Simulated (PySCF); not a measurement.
Si(H)(Et)(OH)2 (C₂H₈O₂Si), SMILES O[SiH](CC)O.

Geometry optimised at PBE0-D3(BJ)/def2-SVP. The values are those of a single conformer.

Computed with r2SCAN/def2-TZVP in PySCF.

The molecule is in vacuum.

Computed frontier levels, gap, dipole moment and polarisability:
The highest occupied level comes out as -7.20 eV. The lowest empty level is 0.33 eV and the orbital gap is 7.53 eV. The dipole moment is 1.85 D and the quadrupole, principal values (traceless, Buckingham form, about the centre of nuclear charge) comes out as -6.43, -4.04, 10.47 D·Å. The mean static polarisability is 56.2 bohr³ (8.33 Å³) and the polarisability, principal values comes out as 51.1, 54.5, 63.1 bohr³.
